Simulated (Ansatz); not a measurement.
F₄Ti, SMILES [F][Ti+]([F])([F])[F] (connectivity only; charge and spin as stated), charge +1, multiplicity 2. Atoms are numbered in the order given.

```xyz
5

Ti     0.0000     0.0000     0.0000
F     -0.9561     1.0373    -1.0373
F      0.9561     1.0373     1.0373
F      0.9561    -1.0373    -1.0373
F     -0.9561    -1.0373     1.0373
```
Charge +1, spin multiplicity 2.

The structure is a stationary point at B3LYP-D3(BJ)/def2-SVP. The spin state was assumed, not searched.

Two levels are set side by side: PBE-D3(BJ)/def2-SVP (Ansatz, a program for electronic structure) and B3LYP-D3(BJ)/def2-SVP (Ansatz). Each level has its own optimised geometry; the coordinates shown are those of the second. Differences are taken from unrounded values.

```tsv
quantity	B3LYP-D3(BJ)
mean bond length (Å)	1.751
bond Ti1–F2 (Å)	1.751
bond Ti1–F3 (Å)	1.751
bond Ti1–F4 (Å)	1.751
bond Ti1–F5 (Å)	1.751
```

**Question.** What does PBE-D3(BJ) give, and how far is it from B3LYP-D3(BJ)? (The exact figures need the calculation; the answer reports its results.)

**Answer.** 
```tsv
quantity	PBE-D3(BJ)	PBE-D3(BJ) minus B3LYP-D3(BJ)
mean bond length (Å)	1.762	0.011
bond Ti1–F2 (Å)	1.762	0.011
bond Ti1–F3 (Å)	1.762	0.011
bond Ti1–F4 (Å)	1.762	0.011
bond Ti1–F5 (Å)	1.762	0.011
```

Exact exchange shortens and stiffens bonds; PBE has none. Differences between two approximate levels are no errors against the true value.
